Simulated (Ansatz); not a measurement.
Input for Ansatz (a quantum-chemistry and plane-wave program): R-r2SCAN/def2-TZVPP on H2Sn (SMILES [SnH2]), atoms moved off the minimum. Elements past Kr take the def2 small-core potentials; no spin–orbit coupling.

Ansatz 0.2 input:
```yaml
crystal:
  periodic: [false, false, false]
  atoms:
    - {symbol: Sn, position_ang: [-0.13088718, 0.03693025, -0.00964578]}
    - {symbol: H, position_ang: [-0.25829645, -1.33768981, -1.28648056]}
    - {symbol: H, position_ang: [-0.18855183, 1.32515312, -1.16089894]}
basis:
  gaussian:
    orbitals: def2-TZVPP
hamiltonian:
  xc: {name: r2SCAN}
scf: {lower_state_search: off}
output: {forces: true}
```

The head of its log:

```
WARN ansatz: RAYON_NUM_THREADS=2 ignored (pool sized by the plan → 2); use --threads N
Functional definition: r2SCAN
these checks for a lower state are left out or cut short: stability, starts, cluster_reference, orbital_swaps, neighbouring_geometries, increment
integrals: 0.01 GiB planned
506 factors; their error is unknown
mean field: 0.18 GiB planned
mean field evaluation 1: about -5864.2160 eV, gradient 1.3e1 eV
mean field evaluation 2: about -5864.2960 eV, gradient 1.2e1 eV
```

Predict the final total energy.

-215.5293 hartree.
